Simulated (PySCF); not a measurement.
**Question.** Write Cartesian coordinates for `CO[BH][SbH2]` as optimised with PBE0-D3(BJ)/def2-SVP.

**Answer.** 
```xyz
10
CH6BOSb angstrom
C     -1.7446    0.5676    0.1119
O     -0.5755    0.2859    0.8465
B      0.3718   -0.5595    0.4275
Sb     2.0981   -0.9982    1.8096
H     -1.7920    1.6480   -0.0900
H     -2.6234    0.2886    0.7128
H     -1.7653    0.0157   -0.8419
H      0.2511   -1.1381   -0.6366
H      3.2376   -0.9814    0.5285
H      2.3670    0.6519    2.1830
```

Orientation and origin are arbitrary. Atoms count from 1 in this order. Sb4 (antimony bonded to B and 2 H) is pyramidal (angles 93.8°, 92.8° and 92.8°, sum 279.4°, 1.01 Å off the plane of its three neighbours). B3 (three-coordinate boron) is planar (angles 121.3°, 120.3° and 118.3°, sum 359.8°, 0.04 Å off the plane of its three neighbours). O2 (boron-bound oxygen) is bent (angle 123.4°). Of the pairs four or more bonds apart, H7···H8 is among the closest relative to their van der Waals radii: 2.33 Å, 97 % of the sum of Bondi's values.

Bonds between heavy atoms (Å): C1–O2 1.409, O2–B3 1.337, B3–Sb4 2.255.

Level of theory: PySCF, PBE0-D3(BJ)/def2-SVP geometry optimisation, gas phase, def2 core potentials past Kr.

PBE0-D3(BJ)/def2-SVP frequencies: not computed here. The numbers are those of one conformer (C1–O2–B3–Sb4 -176°, O2–B3–Sb4–H -140° and -47°).
